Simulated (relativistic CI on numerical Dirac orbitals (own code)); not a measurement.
# Nb4+: calculation against measurement

Computed by Dirac-Coulomb-Breit CI, KLI orbitals optimised for each configuration, model QED (radiative potential, 1s self-energy scaled to tabulated hydrogen-like ionisation energies), valence Slater integrals scaled by 0.85, P86 correlation energy added to each configuration (own radial code, finite nucleus).

CI space (outside the closed core [Ar] 3d10 4s2): 4p6 4d, 4p6 5s, 4p6 4f, 4p6 5p, 4p5 4d2, 4p6 5d, 4p6 6s, 4p6 6p, 4p6 5f, 4p6 6d, 4p6 7s, 4p6 5g, 4p6 7p, 4p5 4d 4f, 4p6 6f. Double excitations out of closed p, d and f shells are left out; levels of such configurations are missing from the list, as are those of other unlisted configurations, and high levels can miss mixing partners.

```
Configuration  Term (tabulated)    J  Measured (cm⁻¹)  Computed  Error  Purity (%)
       4p6 4d                2D  3/2              0.0         0      0         100
       4p6 4d                2D  5/2           1870.0      1728   -142         100
       4p6 5s                2S  1/2          75929.0     82623   6694         100
       4p6 5p               2P°  1/2         129196.0    134848   5652         100
       4p6 5p               2P°  3/2         132800.0    138241   5441         100
       4p6 5d                2D  3/2         211690.0    215175   3485         100
       4p6 5d                2D  5/2         212237.0    215703   3466         100
       4p6 6s                2S  1/2         228500.0    231656   3156         100
```

Measured levels from Moore, Atomic Energy Levels, vol. II, NSRDS-NBS 35 (1971 reprint of NBS Circular 467, 1952); pairs were made by configuration, J and term (by order where the table uses no LS term), so strongly mixed levels may be paired wrongly. The analysis dates from before 1960.

Mean error by configuration (cm⁻¹): 4p6 4d -142; 4p6 5s 6694; 4p6 5p 5547; 4p6 5d 3475; 4p6 6s 3156. Over the excited levels the mean absolute error is 4005 cm⁻¹ (7 of the 7 excited levels that our extract of the source holds in range could be paired), and the median relative error of those above 1,000 cm⁻¹ is 4.1 %.
